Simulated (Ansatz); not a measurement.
Species: HBr, SMILES `Br` with one electron removed (charge 1, multiplicity 2), formula HBr.

**Question.** How many basis functions does frozen-core CCSD(T)/def2-TZVPP // PBE0-D3(BJ)/def2-TZVP in Ansatz (an electronic-structure program) use, how many core orbitals are frozen, and how many electrons are correlated?

**Answer.** 62 basis functions and 9 frozen orbitals, which leaves 17 correlated electrons (filled d shells below the valence shell are correlated). Core time is of the order of seconds.
